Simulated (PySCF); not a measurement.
# SMILES F[SiH2]O[C@@]12CC[C@@H]1C2, C₅H₉FOSi

Geometry:
| atom | x (Å) | y (Å) | z (Å) |
| --- | --- | --- | --- |
| F1 | 2.544 | -1.595 | -1.090 |
| Si2 | 2.613 | -0.208 | -0.272 |
| O3 | 1.281 | 0.655 | -0.534 |
| C4 | -0.045 | 0.462 | -0.249 |
| C5 | -0.905 | -0.619 | -0.897 |
| C6 | -1.642 | -0.800 | 0.448 |
| C7 | -0.749 | 0.267 | 1.073 |
| C8 | -0.902 | 1.553 | 0.303 |
| H9 | 3.616 | 0.627 | -0.892 |
| H10 | 2.788 | -0.648 | 1.102 |
| H11 | -1.507 | -0.290 | -1.743 |
| H12 | -0.321 | -1.488 | -1.186 |
| H13 | -2.704 | -0.557 | 0.436 |
| H14 | -1.504 | -1.787 | 0.881 |
| H15 | -0.358 | 0.240 | 2.075 |
| H16 | -1.845 | 1.796 | -0.165 |
| H17 | -0.368 | 2.404 | 0.698 |

Computed with TDDFT LC-wPBE/def2-SVPD circular dichroism and optical rotation, one conformer, gas phase (PySCF). Geometry: GFN2-xTB.

The molecule is flexible and this is one conformer; a measurement averages over conformers.

Draw the ECD and absorption spectra from the lowest 16 states, each a Gaussian of half-width 0.3 eV at 1/e height.


```tsv
E (eV)	λ (nm)	Δε (L mol⁻¹ cm⁻¹)	ε (L mol⁻¹ cm⁻¹)
7.28	170	-0.05	11
7.43	167	+0.01	58.5
7.58	164	+1.01	210
7.73	160	+4.03	508
7.88	157	+6.70	833
8.03	154	+3.05	1020
8.18	152	-6.03	1370
8.33	149	-8.73	2470
8.48	146	+6.61	4220
8.63	144	+36.76	5780
8.78	141	+58.42	6890
8.93	139	+46.66	7750
9.08	137	-0.78	8320
9.23	134	-53.62	8780
9.38	132	-71.94	9520
```
Δε uses R in velocity form, ε uses f in length form. Only the states computed contribute, so the short-wavelength end is incomplete.
